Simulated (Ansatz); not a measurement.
`C=CC12CC3CC(CC(C3)C1)C2`. Charge 0, multiplicity 1. Geometry r2SCAN-D4/def2-SVP.

Cartesian coordinates in Å:
```
C -3.287 0.783 0.884
C -2.325 -0.143 0.973
C -0.936 -0.074 0.399
C -0.725 -1.267 -0.568
C 0.707 -1.266 -1.124
C 1.707 -1.387 0.036
C 1.528 -0.199 0.994
C 1.778 1.113 0.236
C 0.776 1.234 -0.923
C 0.957 0.047 -1.882
C -0.655 1.231 -0.366
C 0.096 -0.200 1.549
H -4.266 0.623 1.346
H -3.141 1.729 0.355
H -2.537 -1.073 1.522
H -1.458 -1.200 -1.391
H -0.926 -2.213 -0.033
H 0.830 -2.122 -1.812
H 2.740 -1.406 -0.355
H 1.549 -2.338 0.576
H 2.242 -0.287 1.832
H 1.671 1.973 0.921
H 2.812 1.136 -0.153
H 0.952 2.179 -1.467
H 1.978 0.052 -2.305
H 0.255 0.134 -2.730
H -1.383 1.340 -1.192
H -0.801 2.095 0.308
H -0.044 0.637 2.256
H -0.095 -1.132 2.113
```

(1) Estimate the orbital energies around the gap (eV) in Ansatz with PBE-D4/def2-SVP, PBE-D4/def2-TZVP, r2SCAN-D4/def2-TZVP, PBE0-D4/def2-SVP, r2SCAN0-D4/def2-TZVP.

Results:

(1) 
```csv
orbital,PBE-D4/def2-SVP,PBE-D4/def2-TZVP,r2SCAN-D4/def2-TZVP,PBE0-D4/def2-SVP,r2SCAN0-D4/def2-TZVP
HOMO−5,-7.69,-7.72,-8.01,-9.11,-9.29
HOMO−4,-7.64,-7.66,-7.95,-9.05,-9.22
HOMO−3,-6.72,-6.74,-6.97,-8.03,-8.16
HOMO−2,-6.70,-6.73,-6.97,-8.00,-8.15
HOMO−1,-6.56,-6.58,-6.81,-7.86,-7.99
HOMO,-6.01,-6.07,-6.27,-7.16,-7.32
LUMO,-0.43,-0.62,-0.38,0.62,0.55
LUMO+1,0.50,0.01,0.62,1.35,1.19
LUMO+2,1.47,0.91,1.64,2.36,2.20
LUMO+3,1.76,1.13,1.94,2.67,2.48
LUMO+4,1.82,1.18,1.96,2.72,2.49
LUMO+5,1.92,1.37,2.08,2.84,2.68
```
